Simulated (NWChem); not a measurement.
Species: SiAsH3F2; SMILES [SiH](F)(F)[AsH2]

```xyz
7

Si     0.3548     1.0036     0.0000
F     -0.3525     1.6642     1.3144
F     -0.3525     1.6642    -1.3144
As    -0.1150    -1.3147     0.0000
H      1.7904     1.4280     0.0000
H      0.9481    -1.5059    -1.1008
H      0.9481    -1.5059     1.1008
```
Atoms are numbered in this order, from 1.

Computed with NWChem. Pople sets run with spherical d functions. All runs use the structure optimised with PBE-D3(BJ)/def2-SVP. Vzz is the largest principal value of the second derivative of the potential at the nucleus (NWChem prints the opposite sign); η is the asymmetry. Non-relativistic.

Problem. What does the run give for B3LYP/6-31G*? Quantities: Vzz As4 (a.u.); η As4.

Solution. 
```json
{
 "Vzz As4 (a.u.)": "-1.560",
 "η As4": "0.56"
}
```
